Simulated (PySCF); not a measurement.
Working out the ionisation energy of Se

Se [Ar] 3d10 4s2 4p4 (3P) → Se⁺ [Ar] 3d10 4s2 4p3 (4S). Calculation: PySCF 2.14, in cc-pVDZ-DK (5s4p2d, 27 functions); the spin-free X2C one-electron Hamiltonian (Gaussian nucleus). Frozen: [Ar] 3d10. Energies in hartree (1 hartree = 27.21139 eV):

```csv
part,Se (lower),Se⁺ (upper)
UHF,-2427.959365,-2427.646845
CCSD correlation,-0.086428,-0.070877
(T),-0.000830,-0.000623
```

Task: What does Hartree-Fock give?

Result: (-2427.646845) − (-2427.959365) = 0.312520 hartree = 8.504 eV.

Task: What do CCSD and CCSD(T) give?

Result: The CCSD correlation energies differ by 0.015551 hartree = 0.423 eV and the triples by 0.000207 hartree = 0.006 eV, so CCSD gives 8.927 eV and CCSD(T) 8.933 eV.

Measured between the centres of the two terms (NIST): 9.635 eV, so CCSD(T) (valence) is off by -0.702 eV.

A double-zeta basis recovers only part of the correlation energy.

What remains against the reference includes basis incompleteness, the frozen core and higher excitations.
